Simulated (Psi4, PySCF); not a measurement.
Approach curve of the dimer BF3 ··· Na+ (SMILES FB(F)F and [Na+]) (charge +1). Monomers: optimised at B3LYP-D3(BJ) (def2-TZVP), held rigid. Orientation: lowest of the rigid-body minima from ten starts at GFN2-xTB (searched outside a hard wall at short contacts). Only R, the distance of the centres of mass, is varied, so the lowest point isn't the relaxed dimer. The shortest distances reach bonding range, where SAPT0 and rigid monomers are unreliable.

Computed with: SAPT0/jun-cc-pVDZ, all electrons correlated (Psi4); RKS-B3LYP/3-21G = restricted B3LYP/3-21G, no counterpoise correction (PySCF); revPBE-D3(BJ)/def2-TZVP, counterpoise-corrected (Psi4); wB97M-V/def2-TZVP, counterpoise-corrected (Psi4).

Interaction energies in kJ/mol:

| R / Å | SAPT0/jun-cc-pVDZ | RKS-B3LYP/3-21G | revPBE-D3(BJ)/def2-TZVP |
|---|---|---|---|
| 3.36 | -25.37 | -80.77 | -25.31 |
| 3.58 | -32.64 | -77.97 | -35.03 |
| 3.74 | -31.42 | -71.36 | -34.87 |
| 4.04 | -25.63 | -56.76 | -31.09 |
| 4.39 | -19.11 | -40.84 | -25.01 |
| 4.88 | -12.83 | -24.93 | -16.40 |
| 5.54 | -8.01 | -14.35 | -9.28 |
| 6.59 | -4.29 | -7.64 | -4.30 |
| 7.89 | -2.29 | -3.03 | -2.10 |

Question: What does wB97M-V/def2-TZVP give at the same points?

Answer: 3.36: -28.73; 3.58: -35.10; 3.74: -33.39; 4.04: -26.82; 4.39: -19.60; 4.88: -12.71; 5.54: -7.57; 6.59: -3.88; 7.89: -2.02 (kJ/mol).
